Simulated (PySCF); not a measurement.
# Rotational lines of MgSe

Lines J+1 ← J of the vibrational ground state, computed from RHF-CCSD(T) constants of MgSe, ¹Σ⁺ (singlet), closed shell (Mg def2-SVP, Se def2-SVP; no relativity (PySCF 2.14); masses 23.9850 and 79.9165 u), in MHz:

| J | ν (MHz) |
| --- | --- |
| 0 | 10238.0 |
| 1 | 20476.0 |
| 2 | 30713.8 |
| 3 | 40951.3 |
| 4 | 51188.5 |

Question: Find B0 and the effective bond length r0; with αe = 0.000895 cm⁻¹, find Re.

Answer: ν = 2B0(J+1) − 4D(J+1)³ gives B0 = 0.17075 cm⁻¹. With the reduced mass μred = 18.448 u, r0 = √(16.8576/(μred·B0)) (u, cm⁻¹, Å) = 2.3133 Å. Be = B0 + αe/2 = 0.17120 cm⁻¹ gives Re = 2.310 Å.

Correlated steps freeze 10 core orbitals. Correlated levels converge slowly with the basis: in double zeta they bind strong bonds too weakly, by up to about 1 eV, and carry superposition errors of some tenths. Where the molecule has an RHF reference, its open-shell atoms are computed with UHF.
